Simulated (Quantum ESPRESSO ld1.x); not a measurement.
Results of a calculation; reference values are marked as such.
Q: Kr+, 35 electrons, occupied as [Ar] 3d9.5 4s2 4p5 5s0.5 (fractional occupations, a model configuration). Code: ld1.x of Quantum ESPRESSO 7.5. Model: Dirac Kohn-Sham, LDA (Slater exchange, Perdew-Zunger correlation), spin-unpolarised, spherical densities, point nucleus; open shells fill j = l - 1/2 first. Some entries of the table are withheld. Estimate them.

| orbital | occ. | eigenvalue (hartree) | <1/r> (bohr^-1) |
|---|---|---|---|
| 1s1/2 | 2 | -520.158 | (1) |
| 2s1/2 | 2 | -69.2848 | (2) |
| 2p1/2 | 2 | -62.7530 | 8.192 |
| 2p3/2 | 4 | -60.7789 | 7.907 |
| 3s1/2 | 2 | (3) | 2.722 |
| 3p1/2 | 2 | -8.16402 | (4) |
| 3p3/2 | 4 | -7.86916 | (5) |
| 3d3/2 | 4 | -3.83364 | 2.308 |
| 3d5/2 | 5.5 | -3.78445 | 2.290 |
| 4s1/2 | 2 | -1.40115 | 0.9000 |
| 4p1/2 | 2 | (6) | 0.7702 |
| 4p3/2 | 3 | (7) | 0.7527 |
| 5s1/2 | 0.5 | -0.26471 | 0.3009 |

A: 
(1) 1s1/2 <1/r> (bohr^-1): 36.72
(2) 2s1/2 <1/r> (bohr^-1): 8.216
(3) 3s1/2 eigenvalue (hartree): -10.4717
(4) 3p1/2 <1/r> (bohr^-1): 2.613
(5) 3p3/2 <1/r> (bohr^-1): 2.544
(6) 4p1/2 eigenvalue (hartree): -0.86514
(7) 4p3/2 eigenvalue (hartree): -0.83505
